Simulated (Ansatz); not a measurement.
Reaction (substitution at a C–S bond): `NCSCO` + `C[SeH]` → `C[Se]CO` + `NCS`

Gas-phase electronic energies from Ansatz, PBE0-D4/def2-TZVP geometries. CCSD(T)/CBS adds triple-zeta CCSD(T) − MP2 to the extrapolated MP2 energy (def2 sets, frozen cores). Functionals use def2-TZVPP. B3LYP here is the variant with VWN-RPA as its local correlation; programs differ in this. For Se outer-core shells are correlated without core-valence functions, which leaves a few kJ/mol of doubt a bond. Scalar relativity is left out up to krypton. Each species was taken in one conformer, which may not be the lowest.

`NCSCO`:

Cartesian coordinates in Å:
```
N 1.535 0.155 -1.783
C 0.458 -0.264 -0.943
S -0.182 1.072 0.151
C -1.296 0.107 1.189
O -0.654 -0.800 2.042
H 1.258 0.909 -2.398
H 2.329 0.469 -1.239
H -0.372 -0.616 -1.558
H 0.781 -1.083 -0.299
H -1.896 0.845 1.734
H -1.965 -0.483 0.559
H 0.005 -0.312 2.545
```

`C[SeH]`:

Cartesian coordinates in Å:
```
C 0.425 -0.308 -0.152
Se -0.470 1.355 0.332
H 0.391 -1.014 0.674
H 1.461 -0.041 -0.356
H -0.020 -0.735 -1.047
H -1.787 0.744 0.549
```

`C[Se]CO`:

Z-matrix (Å, degrees):
```
C
Se 1 1.943
H 1 1.089 2 110.4
H 1 1.088 2 109.2 3 121.8
H 1 1.089 2 107.3 3 -119.4
C 2 1.956 1 96.5 3 -71.8
O 6 1.395 2 114.2 1 -64.0
H 6 1.095 2 104.7 1 171.8
H 6 1.090 2 108.6 1 55.3
H 7 0.962 6 108.1 2 -55.0
```

`NCS`:

Z-matrix (Å, degrees):
```
C
S 1 1.811
N 1 1.444 2 112.7
H 1 1.097 2 107.3 3 -128.3
H 1 1.092 2 104.7 3 117.9
H 2 1.342 1 96.7 3 83.9
H 3 1.012 1 111.0 2 -65.0
H 3 1.014 1 110.4 2 175.5
```

| species | B3LYP energy (Eh) |
| --- | --- |
| `NCSCO` | -608.70355 |
| `C[SeH]` | -2442.11820 |
| `C[Se]CO` | -2556.69656 |
| `NCS` | -494.12167 |

Problem. Work out ΔE.

Solution. ΔE = (-2556.69656) + (-494.12167) − (-608.70355) − (-2442.11820) = 0.00352 Eh = +9.2 kJ/mol. CCSD(T)/CBS gives +6.7 kJ/mol.

Largest T1 diagnostic among the species: 0.011.

In def2-TZVPP, CCSD(T) changes the Hartree–Fock value by −5.1 kJ/mol (the triples alone add +0.2 kJ/mol) and MP2 by −6.2 kJ/mol.
